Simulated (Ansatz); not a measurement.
Vertical ionisation energy (eV) of eight silicon and germanium compounds: PBE beside PBE0, computed with Ansatz (an electronic-structure program) for isolated molecules in the bases named; differences from unrounded values. The eight are the first of their class met in an unordered collection, after screening for sound electronic states; none was chosen by its value. Functionals give these values as differences of separate SCF runs (ΔSCF), EOM-CCSD as a root; each molecule has one DFT geometry for both levels.

| molecule | basis | PBE0 | PBE | difference |
|---|---|---|---|---|
| CH5F2NSi, SMILES N[SiH2]C(F)F | def2-SVPD | 9.90 | 9.46 | -0.44 |
| C3H4F2Si, SMILES C(#C)C(F)([SiH3])F | def2-SVPD | 10.55 | 10.20 | -0.34 |
| C₂H₆OSi₂, SMILES O[Si@@H]1C=C[SiH2]1 | def2-SVPD | 9.42 | 9.17 | -0.25 |
| C2H3Cl2FSi, SMILES [SiH2](Cl)/C(F)=C\Cl | def2-TZVPD | 9.75 | 9.49 | -0.26 |
| C2H4F2Si, SMILES F/C=C(/F)[SiH3] | def2-SVPD | 9.93 | 9.68 | -0.24 |
| Si(H)(Me)(NH2)2 (CH8N2Si), SMILES C[SiH](N)N | def2-SVPD | 8.96 | 8.69 | -0.27 |
| Ge(H)(F)(NH2)2 (FGeH5N2), SMILES [NH2][GeH]([NH2])[F] | def2-SVPD | 9.92 | 9.53 | -0.39 |
| C2H13NSi3, SMILES C[SiH](C)N[SiH2][SiH3] | def2-SVPD | 8.70 | 8.38 | -0.32 |

PBE lies below PBE0 in 8 and above it in 0 of the eight; the mean signed difference is -0.31 and the largest -0.44 eV.
